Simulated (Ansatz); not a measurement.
CH3BO, SMILES `B[C]O` (excited triplet) (charge 0, multiplicity 3). This triplet is an excited state, 0.87 eV above the relaxed singlet at the level frozen-core CCSD(T)/cc-pVTZ // PBE0-D3(BJ)/def2-TZVP (Ansatz, a quantum-chemistry and plane-wave program).

Method: Ansatz with frozen-core CCSD(T)/6-31g // PBE0-D3(BJ)/def2-TZVP.

Ansatz 0.2 input:
```yaml
crystal:
  periodic: [false, false, false]
  atoms:
    - { symbol: B, position_ang: [-0.978958, -0.06951, 0.493124] }
    - { symbol: C, position_ang: [0.49632, 0.141933, 0.398069] }
    - { symbol: O, position_ang: [1.3422, 0.0082, -0.58825] }
    - { symbol: H, position_ang: [-1.565555, -0.433653, -0.488063] }
    - { symbol: H, position_ang: [-1.535895, 0.12526, 1.529232] }
    - { symbol: H, position_ang: [2.241893, 0.227771, -0.314287] }
basis:
  gaussian: { orbitals: "6-31g" }
correlation:
  method: ccsd_t
magnetization:
  spin_polarized: true
  initial_magnetization: 2
```

Output:

```
Functional definition: HF
424 factors; integrals over basis functions are off by at most 2.5e-4 eV
mean field evaluation 1: about -3780.4731 eV, gradient 1.4e1 eV
mean field evaluation 2: about -3780.4802 eV, gradient 1.4e1 eV
mean field evaluation 4: about -3782.1331 eV, gradient 3.2e0 eV
mean field evaluation 8: about -3782.2906 eV, gradient 2.3e-1 eV
mean field evaluation 16: about -3781.8816 eV, gradient 5.6e0 eV
mean field -3782.29226275 eV, -138.9966769262 hartree, gradient 2.3e-6 eV, S^2 2.008900; 0 other end points of the search recorded, 0 dependent functions left out
3 core orbitals not correlated
reference -3782.29226275 eV, -138.9966769262 hartree; 9, 7 occupied and 21, 23 virtual orbitals, 424 factors
second order -6.08953014 eV of doubles, -0.00000000 eV of singles
cycle   1  -6.43712210 eV  change   -3.5e-1 eV  update   8.5e-2
cycle   2  -6.72484850 eV  change   -2.9e-1 eV  update   3.2e-2
cycle   3  -6.82653999 eV  change   -1.0e-1 eV  update   2.2e-2
cycle   4  -6.83043634 eV  change   -3.9e-3 eV  update   8.9e-3
cycle   5  -6.82824098 eV  change    2.2e-3 eV  update   3.4e-3
cycle   6  -6.82815026 eV  change    9.1e-5 eV  update   1.1e-3
cycle   7  -6.82800099 eV  change    1.5e-4 eV  update   4.5e-4
cycle   8  -6.82808552 eV  change   -8.5e-5 eV  update   2.1e-4
cycle   9  -6.82816946 eV  change   -8.4e-5 eV  update   6.9e-5
cycle  10  -6.82816155 eV  change    7.9e-6 eV  update   2.8e-5
cycle  11  -6.82817000 eV  change   -8.4e-6 eV  update   1.0e-5
perturbative correction -0.15100305 eV, -0.0055492596 hartree
Total energy: -3789.27143579 eV, -139.2531568050 hartree
```
